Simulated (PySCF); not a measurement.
Computed IR spectrum (relative IR intensity) of a molecule C4H5BO2. The structure is a stationary point at PBE-D3(BJ)/def2-SVP. The values are those of a single conformer. Method: PySCF with PBE-D3(BJ)/def2-SVP. No scaling factor is applied to the harmonic values.

ν (cm⁻¹): 475 (vw), 553 (m), 638 (w), 681 (w), 708 (w), 848 (w), 908 (w), 964 (w), 985 (w), 1175 (vw), 1272 (vs), 1321 (m), 1349 (m), 1428 (vs), 1650 (m), 2118 (w), 3116 (vw), 3394 (w), 3745 (m) (against the strongest line: vs over 80 %, s over 45 %, m over 15 %, w over 4 %, vw less)

### Question
Pick the molecule that these values belong to.
A) C#CB(O)OC=C
B) CB1OC=CC1=O
C) C=CB1COC1=O
D) C#C[C@H]1COB1O

### Answer
A, C#CB(O)OC=C
